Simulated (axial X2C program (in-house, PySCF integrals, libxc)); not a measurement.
Outer orbitals of HfSe⁻ at 2.383 Å, PBE0

Computed with an axial X2C code built on PySCF integrals. Spin-free means the one-electron spin-free X2C Hamiltonian; two-component (2c) means X2C with spin–orbit coupling and atomic mean-field two-electron Coulomb and Gaunt terms, so the difference of the two also holds small scalar two-electron terms. Basis: Hf dyall-acv3z [14s15p10d7f4g], Se dyall-acv3z [9s10p7d5f1g] (cores contracted in-house); Gaussian nuclei, density fitting, unrestricted open shells. Masses: Hf 179.947 u, Se 79.917 u.

The distance is close to the 2c PBE0 minimum; the highest filled and lowest empty levels are listed.

Spin-free orbitals, state M_S = 1/2, Λ = 2 (beyond evenly filled blocks: δ+α) (Löwdin shares):

```json
{"symmetry": "φ+α", "occupied": "yes", "ε (eV)": "-16.11", "atomic character": "100% Hf f"}
{"symmetry": "δ+α", "occupied": "yes", "ε (eV)": "-16.08", "atomic character": "100% Hf f"}
{"symmetry": "σα", "occupied": "yes", "ε (eV)": "-16.07", "atomic character": "100% Hf f"}
{"symmetry": "π+α", "occupied": "yes", "ε (eV)": "-16.06", "atomic character": "100% Hf f"}
{"symmetry": "π-α", "occupied": "yes", "ε (eV)": "-16.05", "atomic character": "100% Hf f"}
{"symmetry": "δ-α", "occupied": "yes", "ε (eV)": "-16.04", "atomic character": "100% Hf f"}
{"symmetry": "φ-α", "occupied": "yes", "ε (eV)": "-16.02", "atomic character": "100% Hf f"}
{"symmetry": "σβ", "occupied": "yes", "ε (eV)": "-16.00", "atomic character": "100% Hf f"}
{"symmetry": "δ+β", "occupied": "yes", "ε (eV)": "-16.00", "atomic character": "100% Hf f"}
{"symmetry": "δ-β", "occupied": "yes", "ε (eV)": "-16.00", "atomic character": "100% Hf f"}
{"symmetry": "π+β", "occupied": "yes", "ε (eV)": "-15.99", "atomic character": "100% Hf f"}
{"symmetry": "π-β", "occupied": "yes", "ε (eV)": "-15.99", "atomic character": "100% Hf f"}
{"symmetry": "φ-β", "occupied": "yes", "ε (eV)": "-15.94", "atomic character": "100% Hf f"}
{"symmetry": "φ+β", "occupied": "yes", "ε (eV)": "-15.94", "atomic character": "100% Hf f"}
{"symmetry": "σβ", "occupied": "yes", "ε (eV)": "-12.87", "atomic character": "70% Se s, 10% Hf d, 8% Hf p"}
{"symmetry": "σα", "occupied": "yes", "ε (eV)": "-12.77", "atomic character": "70% Se s, 10% Hf d, 9% Hf p"}
{"symmetry": "σβ", "occupied": "yes", "ε (eV)": "-2.97", "atomic character": "67% Se p, 15% Hf s, 10% Hf d"}
{"symmetry": "σα", "occupied": "yes", "ε (eV)": "-2.95", "atomic character": "67% Se p, 18% Hf s, 8% Hf d"}
{"symmetry": "π+α", "occupied": "yes", "ε (eV)": "-1.94", "atomic character": "65% Se p, 22% Hf d, 6% Hf p"}
{"symmetry": "π+β", "occupied": "yes", "ε (eV)": "-1.92", "atomic character": "68% Se p, 19% Hf d, 5% Hf f"}
{"symmetry": "π-β", "occupied": "yes", "ε (eV)": "-1.92", "atomic character": "68% Se p, 19% Hf d, 5% Hf f"}
{"symmetry": "π-α", "occupied": "yes", "ε (eV)": "-1.91", "atomic character": "66% Se p, 21% Hf d, 5% Hf p"}
{"symmetry": "σα", "occupied": "yes", "ε (eV)": "-0.98", "atomic character": "47% Hf s, 27% Hf d, 11% Se p"}
{"symmetry": "σβ", "occupied": "yes", "ε (eV)": "-0.38", "atomic character": "52% Hf s, 22% Hf p, 12% Se p"}
{"symmetry": "δ+α", "occupied": "yes", "ε (eV)": "0.24", "atomic character": "97% Hf d"}
{"symmetry": "σβ", "occupied": "no", "ε (eV)": "1.81", "atomic character": "89% Hf p, 5% Hf s, 4% Hf d"}
{"symmetry": "π-β", "occupied": "no", "ε (eV)": "1.88", "atomic character": "95% Hf p, 4% Hf d"}
{"symmetry": "π+β", "occupied": "no", "ε (eV)": "1.88", "atomic character": "95% Hf p, 4% Hf d"}
{"symmetry": "σα", "occupied": "no", "ε (eV)": "1.90", "atomic character": "90% Hf p, 6% Hf s, 3% Hf d"}
```

The highest filled level is positive, so this functional does not bind it, and the empty levels of an anion are set by the basis.

Spinors with spin–orbit coupling (state Ω = 3/2):

```
   ω  occupied  ε (eV)              atomic character     λ mixture
-1/2       yes  -15.31                     100% Hf f  55% σ, 45% π
-3/2       yes  -15.30                     100% Hf f  70% π, 30% δ
 1/2       yes  -15.30                     100% Hf f  59% σ, 41% π
-5/2       yes  -15.30                     100% Hf f  84% δ, 16% φ
-7/2       yes  -15.29                     100% Hf f        100% φ
 3/2       yes  -15.28                     100% Hf f  73% π, 27% δ
 5/2       yes  -15.28                     100% Hf f  87% δ, 13% φ
 7/2       yes  -15.20                     100% Hf f        100% φ
 1/2       yes  -12.86   70% Se s, 10% Hf d, 8% Hf p        100% σ
-1/2       yes  -12.75   70% Se s, 10% Hf d, 9% Hf p        100% σ
 1/2       yes   -2.97  68% Se p, 15% Hf s, 10% Hf d   99% σ, 1% π
-1/2       yes   -2.94   68% Se p, 18% Hf s, 8% Hf d   99% σ, 1% π
 1/2       yes   -2.03   65% Se p, 21% Hf d, 6% Hf p   99% π, 1% σ
-1/2       yes   -2.01   68% Se p, 19% Hf d, 5% Hf f   99% π, 1% σ
 3/2       yes   -1.80   67% Se p, 20% Hf d, 5% Hf f        100% π
-3/2       yes   -1.79   65% Se p, 22% Hf d, 5% Hf p        100% π
-1/2       yes   -0.95  47% Hf s, 27% Hf d, 11% Se p        100% σ
 1/2       yes   -0.39  52% Hf s, 22% Hf p, 12% Se p   99% σ, 1% π
 3/2       yes    0.08                      95% Hf d   97% δ, 3% π
 1/2        no    1.83    90% Hf p, 6% Hf s, 3% Hf d        100% σ
-1/2        no    1.88             94% Hf p, 5% Hf d   98% π, 2% σ
 3/2        no    1.89             95% Hf p, 4% Hf d        100% π
 1/2        no    1.91             92% Hf p, 6% Hf d  100% π, 0% σ
-1/2        no    1.92    91% Hf p, 6% Hf s, 3% Hf d   98% σ, 2% π
```

The highest filled level is positive, so this functional does not bind it, and the empty levels of an anion are set by the basis.

**Question.** How does the gap between the highest filled and lowest empty level change from the spin-free to the 2c table?

**Answer.** From 1.57 to 1.75 eV at PBE0, a change of 0.18 eV.

Mulliken charges and populations of the two-component result (they depend on the basis, above all on diffuse functions):

Hf -0.49 e (s 11.71 p 24.49 d 22.21 f 14.06 g 0.01), Se -0.51 e (s 7.93 p 16.55 d 10.02 f 0.01). ⟨Lz⟩ = 1.98 ħ and ⟨Sz⟩ = -0.48 ħ (-0.55 and 0.07 on the two atoms), which add up to Ω.

Occupations by symmetry block were frozen at the best pattern of an incomplete PBE0 search. Density functionals use the spin component along the axis (collinear). Other states lie close and PBE0, whose exact exchange favours high spin, may order them wrongly; the determinant shown need not be the ground state. The nearest other spin-free determinant of the search, M_S = 1/2, Λ = 1, lies 0.25 eV up at the distance of the search. Without a current term, density functionals place determinants with orbital angular momentum somewhat too high. The highest occupied level of some functionals is positive through self-interaction error; at Hartree–Fock it is bound. The determinant is spin-polarised beyond a pure state at some levels (its spin-free form has ⟨S²⟩ too high), which makes Re and μ there less reliable.
